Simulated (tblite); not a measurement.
C₅H₃F₃N₂.
Numbering: `[F:1][C:2]([F:3])([F:4])[c:5]1[n:6][cH:7][cH:8][cH:9][n:10]1` (hydrogens: H11 on C7; H12 on C8; H13 on C9)

Computed with GFN2-xTB (tblite), gas phase: Langevin dynamics at 300 K from the optimised GFN2-xTB geometry, time step 0.5 fs, friction 0.01 fs⁻¹, 2000 steps. The instantaneous temperature is 2·E(kin)/(3Nk) with all 3N coordinates.

```
t (fs)  T (K)  E(pot) above start (eV)  F1–C2 (Å)  C2–F3 (Å)  C2–F4 (Å)  C2–C5 (Å)  C5–N6 (Å)  C7–H11 (Å)  F1–C2–C5–N6 (°)
     0    250                    0.000      1.343      1.336      1.335      1.517      1.319       1.081              -87
    25    196                    0.270      1.322      1.371      1.326      1.519      1.334       1.123              -93
    50    241                    0.437      1.330      1.426      1.311      1.552      1.347       1.078              -85
    75    207                    0.371      1.282      1.339      1.323      1.544      1.331       1.091              -90
   100    257                    0.372      1.369      1.303      1.366      1.533      1.322       1.079              -85
   125    215                    0.486      1.401      1.267      1.355      1.523      1.323       1.085             -101
   150    312                    0.493      1.369      1.356      1.352      1.538      1.304       1.094              -94
   175    341                    0.504      1.325      1.386      1.300      1.496      1.302       1.059              -82
   200    397                    0.567      1.313      1.414      1.287      1.490      1.312       1.080              -85
   225    361                    0.592      1.384      1.302      1.325      1.507      1.321       1.119              -79
   250    338                    0.527      1.432      1.288      1.387      1.512      1.315       1.067              -92
   275    318                    0.409      1.313      1.330      1.409      1.487      1.308       1.086              -92
   300    336                    0.239      1.326      1.368      1.352      1.550      1.318       1.084              -83
   325    289                    0.345      1.322      1.350      1.271      1.521      1.305       1.085              -84
   350    276                    0.433      1.372      1.355      1.309      1.550      1.315       1.077              -84
   375    354                    0.294      1.386      1.339      1.301      1.470      1.322       1.093              -78
   400    340                    0.346      1.373      1.347      1.384      1.526      1.339       1.059              -88
   425    411                    0.317      1.348      1.309      1.422      1.521      1.340       1.081              -85
   450    399                    0.396      1.315      1.315      1.357      1.497      1.386       1.133              -75
   475    293                    0.568      1.366      1.332      1.318      1.577      1.368       1.043              -75
   500    263                    0.511      1.385      1.322      1.258      1.514      1.322       1.057              -78
   525    185                    0.581      1.367      1.428      1.389      1.564      1.305       1.124              -84
   550    316                    0.364      1.313      1.347      1.397      1.485      1.316       1.062              -81
   575    250                    0.410      1.356      1.309      1.374      1.522      1.344       1.065              -79
   600    182                    0.509      1.372      1.276      1.308      1.479      1.365       1.107              -72
   625    355                    0.301      1.376      1.365      1.312      1.506      1.315       1.069              -77
   650    222                    0.610      1.339      1.418      1.315      1.514      1.325       1.068              -64
   675    318                    0.510      1.330      1.415      1.359      1.473      1.317       1.122              -65
   700    496                    0.433      1.345      1.325      1.353      1.496      1.329       1.077              -71
   725    341                    0.591      1.365      1.254      1.397      1.590      1.325       1.067              -52
   750    363                    0.430      1.336      1.334      1.311      1.551      1.294       1.091              -61
   775    332                    0.360      1.349      1.375      1.304      1.555      1.286       1.096              -39
   800    292                    0.501      1.328      1.373      1.285      1.488      1.273       1.116              -38
   825    281                    0.348      1.339      1.370      1.354      1.554      1.291       1.106              -48
   850    164                    0.510      1.323      1.304      1.371      1.577      1.307       1.076              -37
   875    368                    0.460      1.295      1.325      1.343      1.554      1.289       1.083              -51
   900    370                    0.551      1.332      1.350      1.356      1.547      1.292       1.075              -18
   925    332                    0.406      1.346      1.345      1.283      1.506      1.298       1.091              -33
   950    288                    0.355      1.367      1.349      1.322      1.587      1.362       1.097              -24
   975    264                    0.312      1.301      1.342      1.313      1.522      1.349       1.075              -29
  1000    236                    0.474      1.336      1.350      1.395      1.525      1.357       1.062              -26
```

Task: From 500 fs on, how do temperature and potential energy compare with equipartition?

Result: The mean temperature of these 21 frames is 296 K against the target 300 K, and the mean potential energy 0.45 eV against 33 × kT/2 = 0.43 eV for 33 classical harmonic modes. For 13 atoms in a canonical ensemble the temperature itself scatters by T·√(2/(3N)) = 68 K; here its standard deviation is 76 K. The whole run lasts only 10 friction times of 100 fs, so these averages carry a wide statistical error.

Task: What are the kinetic and total energies of the listed frame with the highest potential energy?

Result: The one at 650 fs, 0.610 eV above the start. Its kinetic energy is 3NkT/2 = 0.373 eV at 222 K, so the sum is 0.98 eV; over the listed frames the sum runs from 0.42 to 1.27 eV, since the thermostat adds and removes energy.

Task: How much do the listed bonds fluctuate from 500 fs on?

Result: 
| bond | at the start (Å) | mean (Å) | standard deviation (Å) |
| --- | --- | --- | --- |
| F1–C2 | 1.343 | 1.343 | 0.024 |
| C2–F3 | 1.336 | 1.346 | 0.042 |
| C2–F4 | 1.335 | 1.338 | 0.040 |
| C2–C5 | 1.517 | 1.529 | 0.035 |
| C5–N6 | 1.319 | 1.317 | 0.026 |
| C7–H11 | 1.081 | 1.085 | 0.020 |

The motion is classical and holds no zero-point motion.

The cost below is that of the whole dynamics run. Hardware: one thread, Intel Xeon Platinum 8488C (x86_64), no GPU, on a shared host. Cost: 11 s wall, 0.18 GiB resident at most.
